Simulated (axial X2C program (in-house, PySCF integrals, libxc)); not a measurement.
## FZrF⁻: properties at the nuclei

Calculated with an in-house all-electron X2C program for linear molecules (integrals from PySCF): two-component X2C with atomic mean-field Coulomb and Gaunt terms, Gaussian nuclei, basis F dyall-av3z, Zr dyall-v3z with contracted cores.

F–Zr–F held linear, with bonds 2.004 and 2.004 Å (a rough geometry, not the PBE0 minimum).

Determinant lowest in the PBE0 search, Ω = 3/2 (⟨Sz⟩ = -0.50, ⟨Lz⟩ = 2.00 at PBE0), spin on the atoms F 0.03, Zr -0.57, F 0.03:

```
 level  A∥/gI F (MHz)  qzz F (a.u.)  A∥/gI Zr (MHz)  qzz Zr (a.u.)
  PBE0           2.66         -0.06             244          -3.60
    HF           6.16         -0.03            11.1          -4.30
r2SCAN           4.31         -0.10            92.8          -3.76
```

Determinant 0.09 eV from it at PBE0 and this distance, Ω = 5/2 (⟨Sz⟩ = 0.50, ⟨Lz⟩ = 2.00 at PBE0), spin on the atoms F -0.03, Zr 0.57, F -0.03:

```tsv
level	A∥/gI F (MHz)	qzz F (a.u.)	A∥/gI Zr (MHz)	qzz Zr (a.u.)
PBE0	-0.245	-0.06	197	-3.65
HF	-3.74	-0.03	310	-4.33
r2SCAN	-0.321	-0.10	296	-3.81
```

A∥ (defined per Ω) follows by multiplying with gI = μI/(I μN); qzz is the electric field gradient, eQq0 = 234.96 MHz × Q/barn × qzz. The operators were transformed with the bare-nucleus X2C matrices; with these basis sets, hyperfine constants and field gradients can be off by tens of per cent, and where levels differ in sign neither size nor sign is settled.

Question: With Q(91Zr) = -0.176 barn (Q from Pyykkö, Mol. Phys. 2018), turn the PBE0 values of the first state into constants in MHz.

Answer: eQq0(91Zr) = 234.96 × (-0.176) × (-3.60) = 149 MHz.

The molecule was held linear; bending was not examined, so a bent shape may lie lower.

Each state is one determinant with collinear spin. Unrestricted Hartree–Fock can overshoot spin polarisation at the nuclei. For an anion, determinants above electron detachment, or with a positive highest level, are held by the basis set. The search compared states at one distance, so a state with another bond length can lie lower. Where a field gradient or hyperfine factor spreads by more than a factor of two over the levels, a constant derived from it is not to be relied on. PBE0 term energies can be off by some tenths of an eV.
